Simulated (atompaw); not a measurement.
**Before and after: PAW (atompaw) potential for terbium (Tb)**

atompaw 4.2.0.5 input, output lines left out:

```
Tb 65
GGA-PBE scalarrelativistic loggrid 2001 logderivrange -6 5 276
6 6 5 4 0 0
6 1 0
5 2 1
4 3 8
0 0 0
c
c
c
c
v
v
c
c
c
v
v
c
c
v
v
3
3.00 2.60 2.70 2.55
n
n
y
2.1
n
y
4.15
n
bloechl sinc
bessel
```

Change: waves 5s (bound): rc 2.25 bohr; 6s (bound): rc 3.00 bohr; 5p (bound): rc 1.85 bohr; 6p (bound): rc 2.20 bohr; 5d (bound): rc 3.00 bohr; 5d channel at 2.1 Ry: rc 3.00 bohr; 4f (bound): rc 1.35 bohr; 4f channel at 4.15 Ry: rc 1.35 bohr; augmentation sinc compensation charge, radius 2.60 bohr; PAW radius 3.00 bohr; waves and projectors: custom polynom vanderbiltortho.

Cutoffs: the cutoffs (Ry, on a coarse ladder) from which the occupation-weighted sum of valence levels, in a spherical-Bessel basis at the reference potential, stays within 10 and 1 mRy of its value at 400 Ry; they do not see the model core or the augmentation charge, which bear on the density cutoff.

**Question.** What does the change do?

**Answer.** The potential gets harder (30 Ry and 35 Ry → 110 Ry and 180 Ry); neither file shows a bound ghost.

```tsv
quantity	base	changed
cutoff, loose	30 Ry	110 Ry
cutoff, tight	35 Ry	180 Ry
loose cutoff by channel (10 mRy a level)	s 12 Ry, p 15 Ry, d 10 Ry, f 25 Ry	s 10 Ry, p 15 Ry, d 8 Ry, f 70 Ry
bound ghosts	none	none
s: phases at 3.01 bohr within 0.05 rad from the reference energy up to (Ry; the scan ends near 5)	3.9	3.7
p: phases at 3.01 bohr within 0.05 rad from the reference energy up to (Ry; the scan ends near 5)	to the end of the scan	to the end of the scan
d: phases at 3.01 bohr within 0.05 rad from the reference energy up to (Ry; the scan ends near 5)	to the end of the scan	to the end of the scan
f: phases at 3.01 bohr within 0.05 rad from the reference energy up to (Ry; the scan ends near 5)	n/a	n/a
lowest overlap eigenvalue by channel	s 0.49, p 0.63, d 0.87, f 1.00	s 0.54, p 0.75, d 0.91, f 0.99
```

 The cutoffs see the waves, projectors and local potential, not the compensation charge or the core.
